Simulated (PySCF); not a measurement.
# One molecule, several mistakes: AlCH7Si2

These are calculations, not measurements. The program is PySCF 2.14.0, an open-source quantum chemistry code, run on an isolated molecule that a program drew, which may never have been made. The molecule is AlCH7Si2 (charge 0, singlet), drawn as the SMILES string `[AlH2][CH]=[SiH][SiH3]`.

Each row is a Hartree-Fock (HF) and frozen-core CCSD(T) single point in the cc-pV(D+d)Z basis, meant for a local HF minimum. Run 1 is clean. Each other run has one planted mistake out of seven kinds, and not every kind appears here: one electron removed, one electron added, multiplicity raised by two, geometry at a saddle point, minimal basis STO-3G, one bond length entered in bohr, all coordinates scaled. The reference is restricted for singlets and unrestricted otherwise, and also for a bond in bohr. Adding or removing an electron swaps singlet and doublet. Electrons count all cores. HOMO and LUMO are orbital energies over both spins, the gradient is its largest component, and the lowest frequency (negative if imaginary) is given only where the gradient is small. Bond lengths are over the 10 bonds as drawn. T1 is the CCSD diagnostic: over 0.02 (restricted) or 0.045 (unrestricted) a single reference is doubtful.

Geometry of the clean run:
```xyz
11
AlCH7Si2, angstrom
Al   -0.9762    1.1007    2.1823
C    -0.4316    2.6184    1.1440
Si   -0.2300    2.5637   -0.5529
Si   -0.5775    0.6549   -1.9099
H    -1.2480   -0.2639    1.4180
H    -1.1594    1.1660    3.7529
H    -0.2322    3.5759    1.6249
H     0.1941    3.7599   -1.3186
H    -1.9754    0.1864   -1.8012
H     0.3482   -0.4319   -1.5251
H    -0.3048    1.0522   -3.3119
```

```
run  electrons  basis functions  <S^2>  HOMO (eV)  LUMO (eV)  gradient (hartree/bohr)  lowest frequency (cm^-1)  mean bond (Å)  longest bond (Å)      T1  HF (hartree)  CCSD(T) (hartree)                 mistake
  1         54              118  0.000      -8.79       0.88                  1.0e-05                        66         1.6177             2.368  0.0145    -861.67900         -862.16290                no fault
  2         54               39  0.000      -5.28       6.90                  4.5e-02                         -         1.6177             2.368  0.0110    -851.60914         -851.86321    minimal basis STO-3G
  3         54              118  0.000      -9.43       1.13                  6.9e-02                         -         1.4883             2.178  0.0132    -861.60226         -862.07948  all coordinates scaled
  4         54              118  2.027      -6.38      -0.35                  1.2e-01                         -         1.6177             2.368  0.0158    -861.61440         -862.06174                       ?
  5         53              118  0.755     -15.55      -6.37                  6.7e-02                         -         1.6177             2.368  0.0142    -861.41072         -861.84395                       ?
```

**Which mistake was planted in run 4, and what did it cost?**

Electrons, basis and geometry are unchanged, and <S^2> is 2.027, beside S(S+1) = 2.00 for a multiplicity of 3. So the mistake is: multiplicity raised by two. Subtracting run 1 and multiplying by 627.51 kcal/mol a hartree, the energy moved by 40.5 kcal/mol in HF and 63.5 kcal/mol in CCSD(T).

**Which mistake was planted in run 5, and what did it cost?**

It counts 53 electrons, one fewer than the clean run, at the same geometry and basis. So the mistake is: one electron removed. Subtracting run 1 and multiplying by 627.51 kcal/mol a hartree, the energy moved by 168.3 kcal/mol in HF and 200.1 kcal/mol in CCSD(T).

